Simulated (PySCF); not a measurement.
I₃Si, SMILES I[Si](I)I (connectivity only; charge and spin as stated), charge +1, multiplicity 1. Atoms are numbered in the order given.

```xyz
4

I     -2.3670     0.0000     0.0000
Si     0.0000     0.0000     0.0000
I      1.1835    -2.0499     0.0000
I      1.1835     2.0499     0.0000
```
Charge +1, spin multiplicity 1.

The structure is a stationary point at B3LYP-D3(BJ)/def2-SVP. The spin state was assumed, not searched. The isomer is the one that the SMILES or the coordinates give; other isomers of the formula were not compared. The def2 effective core potentials stand for the cores of I; spin–orbit coupling is left out.

These are PySCF with B3LYP/def2-TZVP values and carry that method's errors.

ESP charges are fitted to the potential on shells at 1.4 to 2.0 van der Waals radii. Atomic charges (e):

```csv
atom,ESP fit,Mulliken
I1,0.40,0.23
Si2,-0.19,0.31
I3,0.40,0.23
I4,0.40,0.23
```

Computed Mayer and Wiberg (Löwdin basis) orders of the bonds:
```tsv
bond	Mayer	Wiberg
I1–Si2	1.46	2.00
Si2–I3	1.46	2.00
Si2–I4	1.46	2.00
```
